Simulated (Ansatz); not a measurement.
System: Sb, charge 0, quartet.

Total energies in hartree (Ansatz, a quantum-chemistry and plane-wave program). Radicals and triplets start from unrestricted determinants; spin-orbit coupling is neglected. Correlated methods leave the cores frozen (noble-gas shells, and filled d and f shells in the p block). Past Kr the def2 sets carry scalar-relativistic core potentials. Spin-orbit terms, left out, reach several kcal/mol for Br and I, and more for heavier atoms.

| species | HF/def2-TZVPPD | CCSD(T)/def2-TZVPPD | HF/def2-QZVPPD | CCSD(T)/def2-QZVPPD | CCSDT(Q)/def2-QZVPPD |
|---|---|---|---|---|---|
| 1: Sb (quartet) | -239.27734 | -239.35292 | -239.27798 | -239.35813 | -239.35875 |
| 2: Sb- (triplet) | -239.27116 | -239.37422 | -239.27399 | -239.38560 | -239.38656 |

Question: Work out the electron affinity (Sb- (triplet) against Sb (quartet)) in eV: take Hartree-Fock from def2-QZVPPD, extrapolate the CCSD(T) correlation energy as X^-3 (X = 3, 4), and add CCSDT(Q) - CCSD(T) in def2-QZVPPD. 1 hartree = 27.211 eV.

Answer: 
Species 1: correlation (64·(-0.08015) - 27·(-0.07558))/37 = -0.08348; step -0.00062; E1 = -239.27798 + (-0.08348) + (-0.00062) = -239.36208
Species 2: correlation (64·(-0.11161) - 27·(-0.10306))/37 = -0.11785; step -0.00096; E2 = -239.27399 + (-0.11785) + (-0.00096) = -239.39280
+1·E1 -1·E2 = 0.03072 hartree = 0.84 eV.
